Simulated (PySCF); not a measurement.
An isoelectronic set: 54 electrons

PBE0 in PySCF with def2-SVPD on every atom (core potentials on Rb, Sr, Te, I), for the lowest determinant that a PBE0 search found; no spin–orbit coupling. All have 54 electrons, 8 of them in the valence shells, and the same state, a singlet (closed shell). For ions De leads to the atom and ion picked by measured ionisation energies and electron affinities.

| species | difference of nuclear charges | Re (Å) | ωe (cm⁻¹) | k (mdyn/Å) | De (eV) | dissociates to |
| --- | --- | --- | --- | --- | --- | --- |
| TeH⁻ | 51 | 1.674 | 2079 | 2.55 | 3.09 | Te⁻ + H |
| RbCl | 20 | 2.856 | 225 | 0.741 | 4.28 | Rb + Cl |
| SrS | 22 | 2.460 | 401 | 2.22 | 3.57 | Sr + S |
| HI | 52 | 1.617 | 2342 | 3.23 | 3.35 | H + I |

Task: Which member of the whole set has the stiffest bond, and how does it compare with the softest?

Result: HI with k = 3.23 mdyn/Å, 4.4 times that of RbCl.

Spin–orbit coupling is left out, which matters for elements this heavy, above all for dissociation energies. For an ion De counts to the pair picked by the measured ionisation energies or electron affinities, which need not be the lowest pair at this level.
